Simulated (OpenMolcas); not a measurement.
A run on Ru3+ among 6 point charges of -1.7 e arranged as a trigonal prism (D3h), 1.92 Å from the ion, with a polar angle of 51.1° against the regular 49.1°.

```
Program             : OpenMolcas
Method              : SS-CASPT2, IPEA 0.25 Eh, imaginary shift 0.1 Eh (closed shells correlated: 4s 4p)
Basis               : ANO-RCC-VDZP [6s5p3d1f]
Scalar Hamiltonian  : DKH2, point nucleus
Active space        : 5 electrons in 5 orbitals (4d)
State averaging     : 2S+1 = 6 even, 1 root; 2S+1 = 4 even, 24 roots; 2S+1 = 2 even, 75 roots
Spin-orbit coupling : state interaction with AMFI integrals over the reference wave functions
```

First CASPT2 step and the start of its output:

```
&CASPT2
Multistate=1 1
Frozen=14
IPEA=0.25
Imaginary=0.1
MaxIter=60
WThr=0.0 0.3 0.05
PrWF=0.5
NoMix
```

```
--- CASPT2 ---
Orbital specifications:
      -----------------------

      Symmetry species                           1
                                                 a
      Frozen orbitals                           14
      Inactive orbitals                          4
      Active orbitals                            5
      Secondary orbitals                        20
      Deleted orbitals                           0
      Number of basis functions                 43
Type of calculation                        SS-CASPT2
      Fock operator                              state-specific
      IPEA shift                                 0.25
      Real shift                                 0.00
      Imaginary shift                            0.10
      The input orbitals will be transformed to quasi-canonical
Reference energy:       -4534.0387170064
      E2 (Non-variational):      -0.2497903493
      Shift correction:          -0.0001341711
      E2 (Variational):          -0.2499245204
      Total energy:           -4534.2886415268
      Residual norm:              0.0000004282
      Reference weight:           0.94778
      Contributions to the CASPT2 correlation energy
      Active & Virtual Only:         -0.0551919602
      One Inactive Excited:          -0.1244862718
      Two Inactive Excited:          -0.0701121172
::    CASPT2 Root  1     Total energy:  -4534.28864153
--- CASPT2 ---
Orbital specifications:
      -----------------------

      Symmetry species                           1
                                                 a
      Frozen orbitals                           14
      Inactive orbitals                          4
      Active orbitals                            5
      Secondary orbitals                        20
...
```

Over all roots the printed reference weights run from 0.67 to 0.95, and roots that are degenerate in the reference spread by up to 4400 cm-1.

Problem. Did the run give usable levels, and if not, why?

Solution. No. The equations converged, but the reference weight falls to 0.67 for at least one root against 0.95 for the best. A drop of that size marks an intruder state, so the energies of such roots and the levels built on them can't be trusted.
